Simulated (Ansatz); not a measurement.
System (SMILES): F[C]Cl (closed-shell singlet).
Atoms: F1, C2, Cl3. Bonds: F1-C2, C2-Cl3.

Basis-set convergence of the lowest harmonic wavenumber at CCSD(T) with Ansatz (a first-principles code). Each level at its own minimum, finite differences of forces, unscaled; the reference is a large set that could be run, not a limit. Cartesian d functions, on some or all atoms, in 6-31G*, 6-311G**, 6-311+G**; all else is spherical. Cores are frozen. A restricted Hartree-Fock determinant is unstable towards unrestricted orbitals. No added dispersion term, no relativity. Reference: the value in aug-cc-pV(T+d)Z, 447 cm⁻¹, itself unsure by roughly 3 cm⁻¹ (its distance from def2-TZVPPD). Deviations are taken from unrounded values. Cost is core time over that of 6-31G*, rough, on shared machines of one kind.

| basis | functions | lowest harmonic wavenumber (cm⁻¹) | minus reference (cm⁻¹) | cost |
|---|---|---|---|---|
| 6-31G* | 49 | 441 | -6 | 1× |
| cc-pV(D+d)Z | 51 | 445 | -2 | 1× |
| 6-311G** | 63 | 449 | 2 | 2× |
| 6-311+G** | 75 | 454 | 7 | 4× |
| pcseg-2 | 94 | 455 | 9 | 8× |
| cc-pV(T+d)Z | 99 | 448 | 2 | 10× |
| def2-TZVPP | 104 | 450 | 3 | 10× |
| 6-311++G(3df,3pd) | 125 | 453 | 7 | 30× |
| aug-cc-pV(T+d)Z | 147 | 447 | 0 | 50× |

The smallest set listed that lies within 50 cm⁻¹ of the reference with all its larger relatives (same family, alike in diffuse functions; a set with none counts only in the reference's own line) is 6-31G* (49 functions, 1× in cost, -6 cm⁻¹ off). Inside, with no larger relative to test it: pcseg-2, def2-TZVPP.
